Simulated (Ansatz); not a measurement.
Saddle point of BNH3Cl2F, singlet (BNH₂Cl₂ ([NH2][B]([Cl])[Cl]) + HF → BCl₂F ([F][B]([Cl])[Cl]) + NH₃ (still joined by a long B–N bond); bonds formed: B1–F6, N2–H5; bonds broken: H5–F6; bonds weakened to dative contacts: B1–N2), PBE0-D4/def2-TZVP structure:

```
8
angstrom
B -0.5211 0.2941 -0.2895
N 0.8679 -0.2108 -0.0126
Cl -1.4587 -0.5750 -1.5168
Cl -0.8055 2.0268 -0.0497
H 0.0921 -0.6215 1.0611
F -0.9581 -0.4770 1.2724
H 1.5701 0.4924 0.1683
H 1.2132 -0.9290 -0.6332
```

Energies are electronic, without zero-point energy. Barriers and step energies count from the start structure reached by relaxing down the imaginary mode; all methods use the PBE0-D4 structures, on which another method's saddle can fall below an end. Computed with Ansatz 0.2.0 (basis: def2-TZVPP, with def2-QZVPP for the basis limit); correlated methods freeze the cores. B3LYP uses VWN-RPA correlation. Extrapolation: Hartree–Fock as exp(−7.88 √X), correlation as X^−2.97.

```tsv
method	barrier (kcal/mol)	step energy (kcal/mol)
SPW92	7.61	-25.92
PBE-D4	?	-21.07
BLYP-D4	18.20	-19.07
r2SCAN-D4	15.40	-24.05
B97M-V	18.74	-23.86
PBE0-D4	?	-23.18
B3LYP-D4	19.42	-21.03
r2SCAN0-D4	17.12	-25.02
BHLYP-D4	21.59	-23.54
CAM-B3LYP-D4	?	-23.03
wB97X-V	16.86	-24.40
wB97M-V	16.65	-23.90
B2PLYP	19.56	-21.55
PBE-QIDH	17.87	-24.44
RPA on PBE	18.49	-22.47
HF	29.53	-22.84
MP2	18.17	-22.88
CCSD	20.78	-23.21
CCSD(T)	19.04	-23.05
```

Q: Fill in the withheld barriers. (Judge from chemistry; the value comes from the calculation.)

A: By the calculation: PBE0-D4 16.83; CAM-B3LYP-D4 18.01; PBE-D4 14.71 kcal/mol. Each is the energy of the saddle less that of the start structure, by the same method.

For comparison, the barrier by CCSD(T) at an estimated basis limit (MP2 extrapolated from triple and quadruple zeta, plus CCSD(T) − MP2 in triple zeta) is 19.44 kcal/mol.

No T1 diagnostic of these runs exceeds 0.011.

Steps of this kind, hydrogen fluoride cutting a network bond, underlie vapour etching and the fluorination step of atomic layer etching.

Labels in which every atom is bracketed show which atoms are joined, not bond orders.

For scale, one of the runs: CCSD(T)/def2-TZVPP, 219 basis functions (an equivalent command: `ansatz run in.yaml --threads 4`). Hardware: 4 CPU threads, shared host. Wall time 93 s; peak host memory 3.4 GiB.
